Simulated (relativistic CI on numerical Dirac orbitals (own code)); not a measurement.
**Ta³⁸⁺: sensitivity of the levels to the model**

Base calculation: Dirac-Coulomb-Breit CI, separate exchange-only KLI orbitals for each configuration, QED by a radiative potential, unscaled Slater integrals.

Configuration list (outside the closed core [Ar] 3d10): 4s2.4p5, 4s.4p6, 4s2.4p4.4d, 4s.4p5.4d, 4s2.4p4.4f, 4s.4p5.4f, 4p6.4d, 4s.4p4.4d2, 4s2.4p3.4d.4f, 4p6.4f, 4p5.4d2, 4p4.4d3, 4p4.4d2.4f. Double excitations out of closed p, d and f shells are left out; levels of such configurations are missing from the list, as are those of other unlisted configurations, and high levels can miss mixing partners.

Variants: (1) P86 correlation estimate; (2) QED terms removed; (3) configuration mixing switched off. Shifts of the energy above 4s2.4p5 2P°_3/2, in cm⁻¹, for the lowest level and the first level of each name with at least 55 % of one term (blank where a level changes its place among those of its configuration and J or its character, or is not in the variant):

| Level | Base | Δ(1) | Δ(2) | Δ(3) |
| --- | --- | --- | --- | --- |
| 4s2.4p5 2P°_3/2 | 0 | 0 | 0 | 0 |
| 4s2.4p5 2P°_1/2 | 694984 | +12 | -726 | +3500 |
| 4s2.4p4.4d 2D_3/2 | 1271556 | +1547 | +1670 | +13620 |
| 4s2.4p4.4d 4F_9/2 | 1327553 | +1550 | +1307 | +13419 |
| 4s.4p6 2S_1/2 | 1542608 | +986 | +6133 | +48046 |
| 4s2.4p4.4d 4D_1/2 | 1814298 | +1558 | +970 | +18184 |
| 4s2.4p4.4d 2G_7/2 | 1898160 | +1573 | +956 | +18870 |
| 4s2.4p4.4d 2G_9/2 | 2040741 | +1568 | +581 | +17421 |
| 4s.4p5.4d 4P°_1/2 | 2669138 | +2347 | +10266 | -7032 |
| 4s.4p5.4d 4F°_9/2 | 2763836 | +7763 | +6265 | +66888 |
| 4s2.4p4.4f 4G°_11/2 | 2874538 | +16130 | +1366 | -11173 |
| 4s2.4p4.4f 2F°_7/2 | 2938659 |  | +2363 | -12494 |

At this charge energies of transitions that change n are usually good to better than 1 %, and those within a shell (Δn = 0) to a few per cent.

Ionisation energy from the two ground configurations alone: base 1799.75 eV; P86 correlation estimate 1801.68 eV. The NIST ASD value (theoretical) is 1799 eV.

LS names give the leading component of a level, which can be under half, so a name can repeat, a term be missing and a line seem to break the LS rules.
